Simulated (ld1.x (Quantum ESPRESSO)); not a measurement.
# Fe: one change to a PAW potential, before and after

iron (Fe), PAW, made with ld1.x (Quantum ESPRESSO) 7.5 (PBE, scalar-relativistic). Core [Ar], reference 3d6 4s1 4p1. Waves: 4s (bound): rcut 1.80, rcutus 2.30 bohr; 4s channel at 0.45 Ry: rcut 1.80, rcutus 2.30 bohr; 4p (bound): rcut 2.15, rcutus 2.70 bohr; 4p channel at 1.2 Ry: rcut 2.15, rcutus 2.70 bohr; 3d (bound): rcut 1.60, rcutus 2.05 bohr; 3d channel at -0.25 Ry: rcut 1.60, rcutus 2.05 bohr. Local part: all-electron potential smoothed inside 2.20 bohr (lloc = -2). Core correction: Bessel-smoothed model core, default radius (core density twice the valence density). Augmentation charge: PSQ, radius 1.85 bohr.

All-electron outer shells of the reference configuration (PBE, scalar-relativistic, ld1.x):

```json
{"shell": "3s", "level (eV)": "-95.76", "outermost node (bohr)": "0.33", "outermost maximum (bohr)": "0.70"}
{"shell": "3p", "level (eV)": "-61.79", "outermost node (bohr)": "0.30", "outermost maximum (bohr)": "0.72"}
{"shell": "3d", "level (eV)": "-9.19", "outermost node (bohr)": "–", "outermost maximum (bohr)": "0.71"}
{"shell": "4s", "level (eV)": "-6.36", "outermost node (bohr)": "1.00", "outermost maximum (bohr)": "2.35"}
{"shell": "4p", "level (eV)": "-2.12", "outermost node (bohr)": "1.10", "outermost maximum (bohr)": "3.17"}
```

Change: non-relativistic.

Cutoffs: the cutoffs (Ry, on a coarse ladder) from which the occupation-weighted sum of valence levels, in a spherical-Bessel basis at the reference potential, stays within 10 and 1 mRy of its value at 400 Ry; they do not see the model core or the augmentation charge, which bear on the density cutoff. Errors are all-electron minus pseudo energies relative to the spin-unpolarised reference configuration.

Predict the effect on cutoff, ghosts and configuration errors.

The potential gets neither clearly harder nor softer (25 Ry and 40 Ry → 25 Ry and 40 Ry); the number of tests that count goes from 7 to 6; of the 6 tests that both files solve, the error grows in 0 and shrinks in 3 by more than 15 % and 0.3 meV (median size 4.5 → 3.2 meV); neither file shows a bound ghost at the reference potential, the only one tested.

```csv
quantity,base,changed
"cutoff, loose",25 Ry,25 Ry
"cutoff, tight",40 Ry,40 Ry
bound ghosts,none,none
"tests counted (converged, no solver errors)",7 of 7,6 of 7
"error for 3d6 4s2 4p0, meV [ΔE -4.10 → -3.98 eV]",-0.4,-0.7
"error for 3d6 4s1 4p0, meV [ΔE 4.62 eV]",-0.9,-0.4
"error for 3d6 4s0 4p0, meV [ΔE 20.83 → 20.61 eV]",-7.9,-5.7
"error for 3d6 4s0 4p2, meV [ΔE 4.35 → 4.21 eV]",-1.2,-0.7
"error for 3d7 4s1 4p0, meV [ΔE -4.90 → -5.07 eV]",-78,-84
"error for 3d7 4s0 4p0, meV [ΔE 2.53 → 2.20 eV]",-133,-137
s: phases at 2.96 bohr within 0.05 rad from the reference energy up to (Ry; the scan ends near 5),2.9,2.9
p: phases at 2.96 bohr within 0.05 rad from the reference energy up to (Ry; the scan ends near 5),3.5,3.5
d: phases at 2.96 bohr within 0.05 rad from the reference energy up to (Ry; the scan ends near 5),4.5,4.5
lowest overlap eigenvalue by channel,"s 0.43, p 0.65, d 0.97","s 0.43, p 0.65, d 0.87"
```

Changed file: Tests not counted: 3d4 4s0 4p0 (solver errors, printed error -225 eV).
